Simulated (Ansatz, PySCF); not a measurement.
C2H5BrTe, SMILES CC[Te]Br.

Coordinates come from a B3LYP-D3(BJ)/def2-SVP optimisation. The def2 effective core potentials stand for the cores of Te; spin–orbit coupling is left out. One conformer was computed; it need not be the lowest.

Vertical ionisation energy (IE) and electron affinity (EA) in eV. Rows of orbital energies are one-electron estimates. Where ΔSCF, EOM or ADC give a negative EA the extra electron is unbound and the value depends on the basis.

```csv
level,IE,EA
"−ε(HOMO), −ε(LUMO), r2SCAN/def2-TZVP (PySCF)",5.36,3.28
"−ε(HOMO), −ε(LUMO), PBE/def2-TZVP (PySCF)",5.12,3.36
"ΔSCF, PBE0/def2-SVPD (Ansatz), final states of multiplicity 2 and 2",8.19,0.99
"ΔSCF, PBE/def2-SVPD (Ansatz), final states of multiplicity 2 and 2",8.01,0.96
```

Q: What vertical singlet–triplet gap does ΔSCF give with PBE0/def2-SVPD (Ansatz, an electronic-structure program) and with PBE/def2-SVPD (Ansatz)? (An estimate is asked for; the answer gives what the named calculation found.)

A: 1.53 and 1.49 eV (triplet above singlet where positive).
